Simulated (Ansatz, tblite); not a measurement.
Isomers of Ca2Si2⁺ (doublet), found by a short tight-binding search and relaxed with r2SCAN-D4/def2-TZVP in Ansatz.

The xTB rows come from tblite.

Run but left out: HF/def2-TZVPP, MP2/def2-TZVPP, CCSD/def2-TZVPP, CCSD(T)/def2-TZVPP (B: ⟨S²⟩ 1.47, where a pure state has 0.75).

Other spin states were run for one of them alone.

A:

```xyz
4

Ca   -1.3258   -1.5256   -1.4761
Ca    1.3294    1.5394    1.4584
Si    0.9281   -0.5756   -0.2385
Si   -0.9317    0.5618    0.2562
```

B:

| atom | x (Å) | y (Å) | z (Å) |
| --- | --- | --- | --- |
| Ca1 | -1.644 | -1.200 | 0.200 |
| Ca2 | 1.747 | -0.803 | -0.697 |
| Si3 | -0.342 | 1.236 | -0.759 |
| Si4 | 0.239 | 0.767 | 1.257 |

Task: Estimate their order by electronic energy at PBE0-D4/def2-TZVP, counted from the lowest.

Result: A (0.0) < B (56.3), in kJ/mol.

Task: Do the other levels pick the same lowest one?

Result: Not GFN2-xTB. Energies above each level's lowest (kJ/mol):

| level | A | B |
| --- | --- | --- |
| GFN1-xTB | 0.0 | 3.7 |
| GFN2-xTB | 27.7 | 0.0 |
| PBE-D4/def2-TZVP | 0.0 | 57.4 |
| BLYP-D4/def2-TZVP | 0.0 | 47.4 |
| r2SCAN-D4/def2-TZVP | 0.0 | 66.6 |
| B97M-V/def2-TZVP | 0.0 | 56.7 |
| PBE0-D4/def2-TZVP | 0.0 | 56.3 |
Point groups (tolerance 0.1 Å): A D2h, B C2v. Lower isomers may exist.
